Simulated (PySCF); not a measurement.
Basis and Hamiltonian dependence of the excitation energy of Ti⁺

Ti⁺ [Ar] 3d2 4s1 (4F) → Ti⁺ [Ar] 3d1 4s2 (2D). All values are computed (PySCF 2.14, energy differences of UHF-based or UKS calculations, no spin-orbit coupling). Values in eV.

```tsv
basis	Hamiltonian	functions	UHF	PBE	PBE0	MP2 (valence)	CCSD(T) (valence and next inner shell)
def2-TZVPPD	non-relativistic	67	4.110	4.229	4.212	3.531	3.161
def2-QZVPPD	non-relativistic	93	4.082	4.198	4.181	3.492	3.174
aug-cc-pVTZ	non-relativistic	93	4.058	4.156	4.143	3.460	n/a
x2c-QZVPPall	spin-free X2C	96	3.827	3.952	3.931	3.239	2.941
dyall-av2z	non-relativistic	101	4.089	4.217	4.197	3.537	n/a
aug-cc-pwCVTZ	non-relativistic	127	4.064	4.153	4.140	3.471	n/a
aug-cc-pwCVTZ-DK	spin-free X2C	127	3.811	3.906	3.891	3.221	n/a
aug-cc-pVQZ-DK	spin-free X2C	140	3.815	3.912	3.897	3.217	n/a
```

Frozen in the all-electron rows: valence: [Ar]; valence and next inner shell: [Ne].

Non-relativistic rows lack the scalar-relativistic shift.

Reference for a calculation without spin-orbit coupling: 3.084 eV (measured, between term centres; NIST).
